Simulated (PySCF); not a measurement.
B(H)(Cl)2(OH2), H₃BCl₂O, singlet (B3LYP/def2-SVP optimised geometry):

```
7

B     -0.528    -0.435     0.000
H     -1.032    -1.228    -0.744
Cl    -1.310     1.228     0.000
Cl     1.310    -0.435     0.000
O     -0.873    -0.978     1.544
H     -1.333    -0.234     1.980
H     -0.006    -1.077     1.982
```

Level of theory: B3LYP/def2-TZVP in PySCF.

Task: What are the frontier orbital energies and the dipole moment?

Result: HOMO-2 -8.66 eV, HOMO-1 -8.21 eV, HOMO -8.19 eV, LUMO -0.69 eV, LUMO+1 1.02 eV; dipole moment 4.13 D.

On the same geometry PBE/def2-TZVP run with PySCF gives HOMO-2 -7.54 eV, HOMO-1 -7.10 eV, HOMO -7.04 eV, LUMO -1.21 eV, LUMO+1 0.39 eV; dipole moment 4.06 D.

Meta-Löwdin charges at B3LYP/def2-TZVP: B1 0.05, H2 0.01, Cl3 -0.20, Cl4 -0.20, O5 -0.43, H6 0.38, H7 0.38.
